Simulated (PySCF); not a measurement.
Gas-phase reaction: 2 ZrCl4.H2O + O2 = 2 ZrCl3OH + 2 HOCl

Energies from PySCF, thermal terms from the rigid-rotor harmonic-oscillator model, ideal gas at 1 bar. † marks an energy on the PBE0/def2-TZVP geometry and frequencies; other levels use their own. CCSD(T) freezes the core. Open shells (unrestricted): O2 (multiplicity 3); the rest are closed-shell singlets. B3LYP is the form with VWN-RPA correlation. Zr: scalar-relativistic def2 core potential, no spin-orbit coupling. Adducts (ZrCl4.H2O) have no counterpoise correction, and HF, PBE, BLYP, B3LYP and PBE0 lack dispersion. ZrCl4.H2O, ZrCl3OH: computed as isolated molecules; such fragments, hydroxides, amides, oligomers or adducts are transient or little studied in the gas. CCSD(T) isn't extrapolated to the basis-set limit. The harmonic model lacks anharmonicity and excited electronic states, which grow with temperature; levels with a mode under 35 cm⁻¹ are left out. Soft modes under 120 cm⁻¹ make the harmonic entropy rough for ZrCl4.H2O, ZrCl3OH.

```tsv
level	ΔE electronic, kJ	ΔH°(298 K), kJ	ΔS°(298 K), J/K	ΔG°(1600 K), kJ
B3LYP/def2-TZVP†	174	162	149	-53
CCSD(T)/def2-SVP†	279	266	149	51
M06-2X/def2-TZVP†	215	202	149	-13
PBE/def2-TZVP†	181	169	149	-46
PBE0/def2-QZVP†	195	183	149	-32
PBE0/def2-TZVP	204	191	149	-24
LDA/def2-TZVP†	193	181	149	-34
```
ΔH° is lowest at B3LYP/def2-TZVP† and highest at CCSD(T)/def2-SVP†. No reference value is set beside these.
